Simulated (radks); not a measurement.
Problem. Radial electron density D(r) = 4 pi r^2 rho(r) of an atom or ion with 39 electrons. Calculated with a radial shooting solver on a logarithmic mesh with Libxc functionals: Dirac Kohn-Sham, relativistic LDA (MacDonald-Vosko exchange, VWN5 correlation), spin-unpolarised, spherical densities, finite nucleus; Fermi nuclear charge, rms radius of each element as measured or else 0.836 A^(1/3) + 0.57 fm.

| r (bohr) | D(r) (e/bohr) |
|---|---|
| 0.003472 | 13.20 |
| 0.004449 | 18.94 |
| 0.005747 | 26.70 |
| 0.007364 | 35.92 |
| 0.009513 | 46.52 |
| 0.01229 | 56.71 |
| 0.01575 | 64.00 |
| 0.02034 | 66.63 |
| 0.02607 | 64.00 |
| 0.03367 | 59.09 |
| 0.04315 | 58.36 |
| 0.05574 | 66.52 |
| 0.07142 | 79.11 |
| 0.09226 | 83.92 |
| 0.1192 | 72.96 |
| 0.1527 | 59.69 |
| 0.1973 | 61.34 |
| 0.2528 | 69.15 |
| 0.3266 | 58.09 |
| 0.4185 | 33.26 |
| 0.5406 | 20.15 |
| 0.6927 | 19.90 |
| 0.8948 | 14.92 |
| 1.156 | 5.871 |
| 1.481 | 1.168 |
| 1.913 | 0.09426 |
| 2.452 | 0.003027 |

What is the nuclear charge?

Solution. Z = 51. The innermost maximum, from 1s, lies near gamma/Z bohr with gamma = sqrt(1 - (Z/c)^2) = 0.928, here 0.0182 bohr (found: 0.0202), and its height grows with Z. The density is that of the antimony ion Sb12+ in [Ar] 3d10 4s2 4p(1/2: 2, 3/2: 3) 4d(3/2: 4, 5/2: 0); the configuration itself is not fixed sharply by these data, and Z only to a few units. D(r) has 4 maxima, at r = 0.0202, 0.0879, 0.257, 0.676 bohr, and minima at 0.0392, 0.169, 0.590 bohr, inside which lie 2.02, 11.21, 29.52 electrons.
